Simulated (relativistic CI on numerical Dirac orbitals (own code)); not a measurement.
One change at a time: Pr²⁵⁺

Base calculation: Dirac-Coulomb-Breit CI, separate exchange-only KLI orbitals for each configuration, model QED (radiative potential, 1s self-energy scaled to tabulated hydrogen-like ionisation energies), unscaled Slater integrals.

Configuration list (outside the closed core [Ar] 3d10): 4s2.4p4, 4s.4p5, 4s2.4p3.4d, 4p6, 4s.4p4.4d, 4s2.4p3.4f, 4s.4p4.4f, 4p5.4d, 4s.4p3.4d2, 4s2.4p2.4d.4f, 4p5.4f, 4p4.4d2, 4p3.4d3, 4p3.4d2.4f. Double excitations out of closed p, d and f shells are left out; levels of such configurations are missing from the list, as are those of other unlisted configurations, and high levels can miss mixing partners.

Variants: (1) Breit term removed. Shifts of the energy above 4s2.4p4 3P_2, in cm⁻¹, for the lowest level and the first level of each name with at least 55 % of one term (blank where a level changes its place among those of its configuration and J or its character, or is not in the variant):

```
           Level     Base   Δ(1)
    4s2.4p4 3P_2        0      0
    4s2.4p4 3P_1   204658  +2631
    4s2.4p4 1D_2   232735  +2748
    4s.4p5 3P°_2   687690   +621
    4s.4p5 3P°_0   893948  +3146
4s2.4p3.4d 3D°_3  1021781  +5865
4s2.4p3.4d 3G°_4  1026170  +5309
4s2.4p3.4d 3G°_5  1072562  +6264
        4p6 1S_0  1481849  +1025
  4s.4p4.4d 5D_3  1499908  +2378
  4s.4p4.4d 5F_5  1539777  +3540
```

At this charge energies of transitions that change n are usually good to better than 1 %, and those within a shell (Δn = 0) to a few per cent.

Ionisation energy from the two ground configurations alone: base 880.493 eV; Breit term removed 881.063 eV. The NIST ASD value (theoretical) is 880 eV.

LS names give the leading component of a level, which can be under half, so a name can repeat, a term be missing and a line seem to break the LS rules.
